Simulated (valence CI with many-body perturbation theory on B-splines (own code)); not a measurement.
# Energy levels of Yb XXX

Computed by valence CI with perturbative core correlation (CI+MBPT): five valence electrons over a frozen Dirac-Fock core [Kr], a basis of 7 s, 7 p, 8 d, 6 f, 4 g, 1 h functions for each j, with the one-electron correlation potential Σ1 (screened to all orders), the two-electron term Σ2, the three-electron term Σ3, Breit, model QED; selected single and double excitations, second order for the rest, scaled by the run's own slope (own B-spline code, finite nucleus).

The last digits are not significant, and no measured levels were compared; by estimate large intervals hold to a few tenths of a per cent, small ones and those within an open d or f shell to about a per cent. Among the levels kept, up to 420 cm⁻¹ of a level comes from second order outside the variational space, and about a tenth of that is noise between levels of different J, which matters for small intervals. Only levels of the ground parity were solved; by the run's estimate the other parity begins above the list, which can be wrong where configurations are misplaced.

Levels 1 to 31 of 31, with energies above the lowest level, (4d3/2^4 4d5/2) J=5/2. "Leading %" is the weight of the configuration and term that name the level; weights of strongly mixed levels are sums over their largest components and can fall short, so below about 35 % the name and the second component can differ from the true leading terms, or belong to a minority configuration. In the jj column 3d3/2^4 stands for four electrons in 3d with j = 3/2.

| No. | Configuration | Term | J | E (cm⁻¹) | Leading % | g | Second component | Leading jj |
| --- | --- | --- | --- | --- | --- | --- | --- | --- |
| 1 | 4d⁵ | ⁴P | 5/2 | 0 | 30 | 1.453 | 23 % 4d⁵ ⁶S | 4d3/2^4 4d5/2 (85 %) |
| 2 | 4d⁵ | ⁶S | 5/2 | 70172 | 38 | 1.305 | 23 % 4d⁵ ²F | 4d3/2^3 4d5/2^2 (77 %) |
| 3 | 4d⁵ | ⁴G | 7/2 | 104160 | 38 | 1.157 | 22 % 4d⁵ ⁴D | 4d3/2^3 4d5/2^2 (98 %) |
| 4 | 4d⁵ | ⁴D | 3/2 | 107530 | 42 | 1.219 | 32 % 4d⁵ ⁴P | 4d3/2^3 4d5/2^2 (96 %) |
| 5 | 4d⁵ | ⁴G | 11/2 | 111020 | 41 | 1.129 | 38 % 4d⁵ ²H | 4d3/2^3 4d5/2^2 (96 %) |
| 6 | 4d⁵ | ⁴G | 9/2 | 121050 | 40 | 1.148 | 23 % 4d⁵ ²G | 4d3/2^3 4d5/2^2 (91 %) |
| 7 | 4d⁵ | ⁴D | 5/2 | 126810 | 36 | 1.141 | 20 % 4d⁵ ²D | 4d3/2^3 4d5/2^2 (83 %) |
| 8 | 4d⁵ | ⁴P | 1/2 | 132380 | 50 | 1.815 | 22 % 4d⁵ ⁴D | 4d3/2^3 4d5/2^2 (82 %) |
| 9 | 4d⁵ | ²F | 7/2 | 142650 | 37 | 1.097 | 28 % 4d⁵ ²G | 4d3/2^3 4d5/2^2 (93 %) |
| 10 | 4d⁵ | ²D | 5/2 | 174540 | 32 | 1.247 | 22 % 4d⁵ ⁴G | 4d3/2^2 4d5/2^3 (76 %) |
| 11 | 4d⁵ | ²D | 3/2 | 177380 | 54 | 0.785 | 25 % 4d⁵ ⁴F | 4d3/2^3 4d5/2^2 (74 %) |
| 12 | 4d⁵ | ⁴D | 7/2 | 192850 | 51 | 1.217 | 37 % 4d⁵ ⁴G | 4d3/2^2 4d5/2^3 (96 %) |
| 13 | 4d⁵ | ²I | 11/2 | 197690 | 53 | 1.079 | 44 % 4d⁵ ⁴G | 4d3/2^2 4d5/2^3 (96 %) |
| 14 | 4d⁵ | ⁴G | 9/2 | 202640 | 52 | 1.147 | 39 % 4d⁵ ²G | 4d3/2^2 4d5/2^3 (91 %) |
| 15 | 4d⁵ | ⁴D | 1/2 | 208230 | 74 | 0.583 | 13 % 4d⁵ ²S | 4d3/2^2 4d5/2^3 (95 %) |
| 16 | 4d⁵ | ²I | 13/2 | 213800 | 100 | 1.074 |  | 4d3/2^2 4d5/2^3 (100 %) |
| 17 | 4d⁵ | ⁴P | 3/2 | 214890 | 52 | 1.195 | 32 % 4d⁵ ⁴F | 4d3/2^2 4d5/2^3 (94 %) |
| 18 | 4d⁵ | ²F | 5/2 | 218910 | 41 | 1.016 | 27 % 4d⁵ ⁴D | 4d3/2^2 4d5/2^3 (93 %) |
| 19 | 4d⁵ | ²H | 9/2 | 235950 | 52 | 1.109 | 47 % 4d⁵ ⁴F | 4d3/2^2 4d5/2^3 (99 %) |
| 20 | 4d⁵ | ²G | 7/2 | 240710 | 61 | 0.989 | 34 % 4d⁵ ²F | 4d3/2^2 4d5/2^3 (98 %) |
| 21 | 4d⁵ | ⁴F | 5/2 | 244280 | 60 | 1.043 | 24 % 4d⁵ ²D | 4d3/2^2 4d5/2^3 (95 %) |
| 22 | 4d⁵ | ²D | 3/2 | 250280 | 88 | 0.832 | 5 % 4d⁵ ⁴D | 4d3/2^2 4d5/2^3 (74 %) |
| 23 | 4d⁵ | ²S | 1/2 | 261870 | 37 | 1.824 | 33 % 4d⁵ ⁴P | 4d3/2^2 4d5/2^3 (70 %) |
| 24 | 4d⁵ | ²G | 7/2 | 263130 | 42 | 1.050 | 40 % 4d⁵ ²F | 4d3/2^2 4d5/2^3 (90 %) |
| 25 | 4d⁵ | ²G | 9/2 | 284320 | 71 | 1.104 | 15 % 4d⁵ ²H | 4d3/2^2 4d5/2^3 (90 %) |
| 26 | 4d⁵ | ⁴P | 5/2 | 294420 | 36 | 1.248 | 24 % 4d⁵ ²F | 4d3/2 4d5/2^4 (88 %) |
| 27 | 4d⁵ | ⁴F | 7/2 | 318350 | 32 | 1.193 | 30 % 4d⁵ ²F | 4d3/2 4d5/2^4 (97 %) |
| 28 | 4d⁵ | ²P | 3/2 | 323790 | 46 | 1.090 | 41 % 4d⁵ ²D | 4d3/2^2 4d5/2^3 (72 %) |
| 29 | 4d⁵ | ²H | 11/2 | 326300 | 59 | 1.070 | 26 % 4d⁵ ²I | 4d3/2 4d5/2^4 (98 %) |
| 30 | 4d⁵ | ²D | 5/2 | 328610 | 67 | 1.137 | 21 % 4d⁵ ²F | 4d3/2^2 4d5/2^3 (69 %) |
| 31 | 4d⁵ | ²P | 3/2 | 329820 | 31 | 1.045 | 20 % 4d⁵ ⁴F | 4d3/2 4d5/2^4 (67 %) |

Where two levels of one J and parity lie close, their mixing, g and order are uncertain.

The ionisation energy to 4d⁴ ³P0 of the next ion comes out as 1114.4 eV (NIST: 1114 ± 4 eV (theoretical)). All 31 levels together are meant to be complete up to 343240 cm⁻¹.
